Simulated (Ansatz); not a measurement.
Computed with Ansatz on PBE0-D4/def2-TZVP structures; ΔE is electronic, products minus reactants. CCSD(T)/CBS is the MP2 limit (def2-TZVPP, def2-QZVPP) plus CCSD(T) − MP2 in def2-TZVPP, frozen cores. This one scheme is used for every species. DFT in def2-TZVPP. B3LYP here is the variant with VWN-RPA as its local correlation; programs differ in this. For Br outer-core shells are correlated without core-valence functions, which leaves a few kJ/mol of doubt a bond. Scalar relativity is left out up to krypton. One conformer a species, not always the lowest.

Reaction (formal exchange of groups at the Si–Br bond): `F[Si]([SiH3])(Cl)Br` + `BO` → `OB[Si](F)([SiH3])Cl` + HBr

`F[Si]([SiH3])(Cl)Br`:

```xyz
8

F     1.389   -1.485   -0.994
Si    0.566   -0.892    0.231
Si   -0.579    1.046   -0.376
Cl    1.905   -0.523    1.724
Br   -0.837   -2.460    0.892
H     0.398    2.071   -0.822
H    -1.318    1.524    0.818
H    -1.524    0.719   -1.473
```

`BO`:

```xyz
5

B     0.046    0.030   -0.417
O     0.423   -0.229    0.850
H     0.867   -0.142   -1.270
H    -1.066    0.416   -0.659
H    -0.271   -0.075    1.496
```

`OB[Si](F)([SiH3])Cl`:

```xyz
11

O    -1.362   -1.796    0.076
B    -1.085   -0.943    1.082
Si    0.071    0.662    0.638
F     1.069    0.958    1.861
Si    1.311    0.631   -1.351
Cl   -1.233    2.264    0.527
H    -1.945   -2.521    0.323
H    -1.538   -1.124    2.182
H     2.047    1.913   -1.509
H     0.380    0.450   -2.496
H     2.284   -0.495   -1.334
```

HBr:

Cartesian coordinates in Å:
```
Br 0.075 -0.568 0.420
H -0.075 0.568 -0.420
```

| level | ΔE (kcal/mol) |
| --- | --- |
| PBE-D4 | 26.4 |
| ωB97X-V | 28.1 |
| B2PLYP | 29.1 |
| r2SCAN | 29.0 |
| PBE0 | 27.5 |
| B3LYP | 27.8 |
| SCS-MP2/def2-TZVPP | 30.1 |
| HF/def2-QZVPP | 30.8 |

Question: What does CCSD(T)/CBS give? (Estimate.)

Answer: The calculation gave: +29.4 kcal/mol. The listed levels differ from it by -3.0, -1.3, -0.3, -0.4, -1.9, -1.6, 0.7, 1.4 kcal/mol.

Largest T1 diagnostic among the species: 0.014.

From PBE to PBE0 (25 % exact exchange), in def2-TZVPP and without D4, ΔE moves by +1.3 kcal/mol.

CCSD(T)/CBS has its own doubt, a few kJ/mol and more with outer-core shells, so smaller differences from it don't rank the levels.
